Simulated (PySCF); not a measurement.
BrH3OSeSi. Atoms are numbered in the order given.

```xyz
7

Se     0.0711    -0.2320     1.0136
Br     1.0664     1.2259    -0.5270
O     -0.5395    -1.5489    -0.0512
Si    -2.0127    -1.3375    -0.8766
H     -3.1147    -1.0787     0.0937
H     -2.2281    -2.6218    -1.5936
H     -1.9047    -0.2041    -1.8369
```
Charge 0, spin multiplicity 1.

Geometry optimised at r2SCAN-D4/def2-SVP. The structure was generated by enumeration, and PubChem lists no compound with its InChIKey, so it may never have been made. The values are those of a single conformer.

The numbers are results of PBE/def2-TZVP (PySCF), not measurements.

ESP charges are fitted to the potential on shells at 1.4 to 2.0 van der Waals radii. Atomic charges (e):

```csv
atom,Mulliken,ESP fit,IAO
Se1,0.25,0.13,0.43
Br2,-0.14,-0.07,-0.14
O3,(withheld),-0.25,-0.73
Si4,(withheld),0.34,0.79
H5,(withheld),-0.06,-0.13
H6,(withheld),-0.03,-0.11
H7,(withheld),-0.07,-0.12
```

Task: Complete the blanks. (The exact figures need the calculation; the answer reports its results.)

Result: 
- O3, Mulliken: -0.36
- Si4, Mulliken: 0.30
- H5, Mulliken: -0.03
- H6, Mulliken: -0.02
- H7, Mulliken: -0.01

Task: Give the Mayer and Wiberg (Löwdin basis) orders of the bonds. (Estimate from the structure and the level; the computed values follow.)

Result: 
```json
[
 {"bond": "Se1–Br2", "Mayer": "1.11", "Wiberg": "1.69"},
 {"bond": "Se1–O3", "Mayer": "1.03", "Wiberg": "1.54"},
 {"bond": "O3–Si4", "Mayer": "1.04", "Wiberg": "1.54"},
 {"bond": "Si4–H5", "Mayer": "0.94", "Wiberg": "0.97"},
 {"bond": "Si4–H6", "Mayer": "0.94", "Wiberg": "0.96"},
 {"bond": "Si4–H7", "Mayer": "0.94", "Wiberg": "0.97"}
]
```
